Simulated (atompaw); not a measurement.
**How hard is this Ge (Z = 32) PAW (atompaw) potential?**

```
Element                 : germanium
Generator               : atompaw 4.2.0.5
Type                    : PAW
Functional              : PBE
Relativity              : scalar-relativistic
Frozen core             : [Ar]
Valence charge          : 14
Reference configuration : 3d10 4s2 4p2
Partial waves           : 4s (bound): rc 2.55 bohr; 4s channel at 1.25 Ry: rc 2.55 bohr; 4p (bound): rc 2.55 bohr; 4p channel at 4.55 Ry: rc 2.55 bohr; 3d (bound): rc 1.25 bohr; 3d channel at -1.75 Ry: rc 1.25 bohr; 4f channel at 0.3 Ry: rc 2.50 bohr; 4f channel at 1.25 Ry: rc 2.50 bohr
Local potential         : bessel scheme, radius 2.35 bohr
Core correction         : smooth core density matched at 2.45 bohr
Augmentation charge     : sinc compensation charge, radius 1.95 bohr; PAW radius 2.55 bohr; waves and projectors: custom polynom2 7 10 vanderbiltortho
```

The pseudo-atom Hamiltonian at the reference potential is diagonalised in spherical Bessel functions j_l(qr) that vanish at 20 bohr, with q² up to the cutoff. All-electron valence levels (Ry): 4s -0.8622, 4p -0.2863, 3d -2.1543.

Q: How do the lowest levels (Ry) of each channel move with the cutoff, and are there ghosts?

A:

```csv
cutoff (Ry),s #1,s #2,p #1,d #1,f #1,Σ f·Δε (mRy)
8,-0.8590,-0.0328,-0.2733,0.0400,0.1080,21938.0
15,-0.8607,-0.0331,-0.2843,-1.4327,0.1080,7185.4
25,-0.8619,-0.0332,-0.2859,-2.0629,0.1080,878.2
35,-0.8622,-0.0332,-0.2861,-2.1025,0.1080,480.6
50,-0.8622,-0.0332,-0.2862,-2.1133,0.1080,372.5
70,-0.8622,-0.0332,-0.2863,-2.1181,0.1080,324.4
100,-0.8622,-0.0332,-0.2863,-2.1251,0.1080,254.7
140,-0.8622,-0.0332,-0.2863,-2.1279,0.1080,226.0
180,-0.8622,-0.0332,-0.2863,-2.1300,0.1080,205.4
260,-0.8622,-0.0332,-0.2863,-2.1443,0.1080,62.1
400,-0.8622,-0.0332,-0.2863,-2.1505,0.1080,0.0
```

Result: no extra level below or beside the all-electron valence levels (s, p, d, f tested); 10 mRy is reached at over 300 Ry and 1 mRy at over 300 Ry.
